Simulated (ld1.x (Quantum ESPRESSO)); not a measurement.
## Configuration tests for Zr (TM)

| Quantity | Value |
| --- | --- |
| Element | zirconium (Zr) |
| Generator | ld1.x (Quantum ESPRESSO) 7.5 |
| Type | norm-conserving Troullier–Martins (Kleinman–Bylander form) |
| Functional | LDA (PZ) |
| Relativity | scalar-relativistic |
| Frozen core | [Kr] |
| Valence charge | 4 |
| Reference configuration | 4d2 5s2 5p0 |
| Partial waves | 5p (bound, empty): rc 3.70 bohr; 4d (bound): rc 2.55 bohr; 5s (bound): rc 3.10 bohr |
| Local potential | the s channel |
| Core correction | a·sin(br)/r model core, default radius (core density twice the valence density) |

Energies are relative to the spin-unpolarised reference configuration 4d2 5s2 5p0; without spin polarisation the order of configurations can differ from experiment. Spin-polarised rows fill each open shell by Hund’s rule, majority spin first.

```
       valence configuration  charge  ΔE all-electron (eV)  error AE − PS (meV)
                 4d2 5s1 5p0      +1                 7.352                 -5.0
                 4d1 5s0 5p0      +3                43.414                 -263
                 4d1 5s2 5p0      +1                 7.822                  -84
                 4d3 5s0 5p0      +1                 7.809                 -109
               4d2 5s1.5 5p0    +0.5                 2.971                 -1.2
                 4d2 5s0 5p1      +1                11.164                  -14
4d2 5s2 5p0 (spin-polarised)       0                -0.483                 +107
4d2 5s1 5p0 (spin-polarised)      +1                 6.271                 +141
```

What are ΔE and the potential's error for 4d2 5s0 5p0?

ΔE = 20.593 eV all-electron; the error (AE − PS) is -39 meV.
